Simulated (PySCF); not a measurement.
C₅H₁₀Si, SMILES C=C[SiH2]/C=C/C.

Coordinates come from a B3LYP-D3(BJ)/def2-SVP optimisation. The structure was generated by enumeration; whether it is a known compound was not checked. The values are those of a single conformer.

Computed with PBE/def2-TZVP run with PySCF.

Gas-phase values at a fixed geometry.

The total energy is -485.65141 hartree and the highest occupied level is -6.32 eV. The lowest empty level is -1.53 eV, the orbital gap is 4.79 eV and the dipole moment comes out as 0.237 e·Å. The quadrupole, principal values (traceless, Buckingham form, about the centre of nuclear charge) is -4.04, -1.99, 6.03 D·Å and the mean static polarisability comes out as 94.0 bohr³ (13.94 Å³). The polarisability, principal values is 71.9, 74.7, 135.6 bohr³.
